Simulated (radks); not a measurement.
Pb2+, configuration [Hg] (the NIST ground configuration). Method: scalar-relativistic Kohn-Sham, PBE, spin-polarised, spherical densities, finite nucleus; Fermi nuclear charge, rms radius 5.5012 fm; computed with a radial shooting solver on a logarithmic mesh with Libxc functionals.

Normalised radial functions P(r) = r R(r), r in bohr:

r              6s
0.00131    0.0420
0.002067   0.0562
0.003261   0.0714
0.005145   0.0834
0.008182   0.0823
0.01291    0.0530
0.02037   -0.0159
0.03214   -0.1038
0.0507    -0.1212
0.08       0.0279
0.1262     0.1860
0.1991    -0.0218
0.3142    -0.2612
0.4957     0.1630
0.7821     0.3524
1.244     -0.3791
1.962     -0.7957
3.096     -0.4417
4.885     -0.0793
7.708     -0.0029

6s: eigenvalue -27.429 eV, 5 radial nodes at r = 0.0187, 0.0753, 0.194, 0.437, 1.01 bohr, <r> = 2.18 bohr, 90 % of the charge inside 3.15 bohr.
